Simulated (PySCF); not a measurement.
B3LYP has the VWN-RPA correlation part, as in Gaussian. Delta-SCF ions had no search for a lower state. Excitations are Tamm–Dancoff values on a coarser integration grid. The basis has no diffuse functions, so Rydberg states are missing or too high.

Cartesian coordinates (Å):
SMILES: [B-](#[B-]c1[nH]cc[nH+]1)c1[nH]cc[nH+]1
```xyz
20

B     -0.7324    -0.0115     0.0561
B      0.7321    -0.0054    -0.0611
C      2.2108     0.0048    -0.1788
N      3.1436    -0.6614     0.5964
C      4.4401    -0.4003     0.1787
C      4.3492     0.4431    -0.8835
N      2.9991     0.6818    -1.0925
C     -2.2110    -0.0133     0.1764
N     -3.0167     0.8317     0.9190
C     -4.3601     0.5174     0.7775
C     -4.4289    -0.5448    -0.0680
N     -3.1261    -0.8591    -0.4251
H      2.8706    -1.2546     1.3676
H      5.3107    -0.8313     0.6636
H      5.1257     0.8865    -1.4995
H      2.5987     1.2711    -1.8093
H     -2.6317     1.5764     1.4834
H     -5.1478     1.0678     1.2829
H     -5.2880    -1.0956    -0.4389
H     -2.8377    -1.6033    -1.0450
```
Charge 0, multiplicity 1.

### Question
What is the computed HOMO–LUMO gap, LUMO, dipole moment, total energy, vertical ionisation energy (Delta-SCF), S1 excitation (TDA) and HOMO (B3LYP-D3(BJ)/def2-SVP run with PySCF)?

### Answer

```yaml
HOMO–LUMO gap: 3.24 eV
LUMO: 0.13 eV
dipole_moment: 0.03 D
total_energy: -501.7271 Ha
vertical ionisation energy (Delta-SCF): 4.76 eV
S1 excitation (TDA): 2.13 eV
HOMO: -3.11 eV
```
